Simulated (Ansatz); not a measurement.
A nudged elastic band was laid between two geometries of C₂H₆SSi₂ (11 atoms, charge 0, multiplicity 1).

Computed with RKS PBE0-D4/def2-mTZVP in Ansatz.

```json
{
  "movable images": "5",
  "climbing image": "yes",
  "spring": "5.0 eV/Å²",
  "optimiser": "quadratic models (default)",
  "start path": "IDPP",
  "force threshold": "0.03 eV/Å",
  "iteration limit": "60",
  "end points": "relaxed"
}
```

Image 0:

```xyz
11
Properties=species:S:1:pos:R:3
Si -1.952 0.026 0.609
Si 0.333 0.505 0.565
C 1.447 -0.783 -0.163
C 1.720 -0.100 -1.284
S 0.936 1.512 -1.291
H -2.738 1.280 0.777
H -2.331 -0.631 -0.670
H -2.266 -0.888 1.743
H 0.794 1.204 1.796
H 1.796 -1.779 0.074
H 2.324 -0.403 -2.135
```

Image 6:

```xyz
11
Properties=species:S:1:pos:R:3
Si -2.017 0.160 0.274
Si 0.225 0.789 0.108
C 1.488 -0.505 0.511
C 1.890 -0.692 -0.754
S 1.049 0.409 -1.892
H -2.445 0.157 1.702
H -2.881 1.110 -0.478
H -2.175 -1.207 -0.287
H 0.472 2.173 0.599
H 1.839 -1.051 1.376
H 2.621 -1.398 -1.139
```

What changes between the two ends?

No bond is made or broken. The dihedral H7–Si1–Si2–S5 goes from 49 to -72°. The two ends are copies of one structure, up to a mirror image or an exchange of like atoms.

What energy profile does the band end with?

It converged. The highest image is number 3 of 0 to 6, 0.059 eV above the ends, which have the same energy within 2 meV. A vibrational analysis at the climbing image gives one clearly imaginary mode, 116i cm⁻¹: a first-order saddle point.

```csv
image,path coordinate (Å),energy (eV),dihedral H7–Si1–Si2–S5 (°)
0,0.00,0.000,49
1,0.74,0.015,29
2,1.47,0.045,9
3,2.21,0.059,-11
4,2.95,0.043,-31
5,3.69,0.014,-52
6,4.44,0.000,-72
```

What is the geometry of the highest image?


```xyz
11
Properties=species:S:1:pos:R:3
Si -2.032 0.151 0.352
Si 0.246 0.718 0.258
C 1.484 -0.658 0.347
C 1.891 -0.549 -0.926
S 1.061 0.792 -1.780
H -2.768 1.107 1.224
H -2.621 0.191 -1.012
H -2.190 -1.219 0.911
H 0.541 1.950 1.041
H 1.829 -1.390 1.065
H 2.624 -1.150 -1.459
```

What are the harmonic wavenumbers there?

116i, 106, 125, 321, 385, 475, 510, 520, 534, 653, 688, 748, 772, 812, 883, 937, 937, 954, 1075, 1279, 1567, 2216, 2226, 2234, 2242, 3167, 3227 cm⁻¹.

The band took 5 iterations and roughly 90 core-seconds.

The run took 46 s on 2 threads of AMD EPYC 9R45 96-Core Processor (Zen 5), with other jobs on the host, peak memory 0.31 GiB.
